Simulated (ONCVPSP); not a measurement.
**europium: variants of one ONCV potential**

Base potential:

| Property | Result |
| --- | --- |
| Element | europium |
| Generator | ONCVPSP 4.0.1 |
| Type | optimised norm-conserving Vanderbilt (ONCV) |
| Functional | PBE |
| Relativity | fully relativistic |
| Frozen core | [Kr] 4d10 4f6 |
| Valence charge | 11 |
| Reference configuration | 5s2 5p6 5d1 6s2 |
| Partial waves | 5s+6s: rc 2.45 bohr, ncon 3, nbas 6, qcut 5.6 1/bohr, 3 projectors, debl 2.5 Ha; 5p: rc 2.45 bohr, ncon 4, nbas 9, qcut 7.1 1/bohr, 2 projectors, debl 0.4 Ha; 5d: rc 3.10 bohr, ncon 4, nbas 9, qcut 4 1/bohr, 1 projector |
| Local potential | polynomial inside 2.15 bohr (lpopt 3, dvloc0 1 Ha) |
| Core correction | polynomial model core, fcfact 0.2 |

Open shells are filled in proportion to 2j + 1.

In the p channel the program set the typed energies aside and used -0.934, 0.250 Ha (j = l + 1/2; the other j can differ).

Cutoffs, loose and tight: the cutoffs (Ha) at which the residual kinetic energy of the hardest occupied pseudo-wave falls to 1 and 0.1 mHa per electron. They do not see the model core or the augmentation charge, which bear on the density cutoff. Test errors are all-electron minus pseudo excitation energies from the reference, over the configurations 5s2 5p6 5d1 6s1; 5s2 5p6 5d1 6s0; 5s2 5p6 5d0 6s0; 5s1 5p6 5d1 6s2. A dash means not determined; rows that change the core or the reference have their own tests. The largest error is taken over the tests solved by every variant that gives reliable tests at all: 5s1 5p6 5d1 6s2; 5s2 5p6 5d1 6s0; 5s2 5p6 5d1 6s1.

```csv
change,outcome,"cutoff, loose","cutoff, tight",bound ghosts,GHOST(+) flags above zero,largest test error (meV)
base,"generated, projector energies reset by the program",11 Ha,15 Ha,none,none,-517
s: qcut 5; p: qcut 6.3; d: qcut 3.5,"generated, projector energies reset by the program",7.3 Ha,18 Ha,none,none,-629
s: nproj 4,"generated, projector energies reset by the program",11 Ha,15 Ha,none,none,-517
"local potential polynomial inside 2.15 bohr (lpopt 3, dvloc0 -1.5 Ha)","generated, projector energies reset by the program",11 Ha,15 Ha,none,s,-512
s: qcut 6.4,"generated, projector energies reset by the program",11 Ha,15 Ha,none,none,-506
"core correction polynomial model core, fcfact 1.24","generated, projector energies reset by the program",11 Ha,15 Ha,none,none,-533
d: rc 2.28,"generated, projector energies reset by the program",11 Ha,19 Ha,none,none,-490
```

**Question.** What comes out with this change to the base: s: rc 3.5?

**Answer.** outcome: generated, projector energies reset by the program; cutoff, loose: 11 Ha; cutoff, tight: 15 Ha; bound ghosts: none; GHOST(+) flags above zero: none; largest test error (meV): -852.

**Question.** What comes out with this change to the base: p: nbas 7?

**Answer.** outcome: generated, projector energies reset by the program; cutoff, loose: 12 Ha; cutoff, tight: 16 Ha; bound ghosts: none; GHOST(+) flags above zero: none; largest test error (meV): -522.
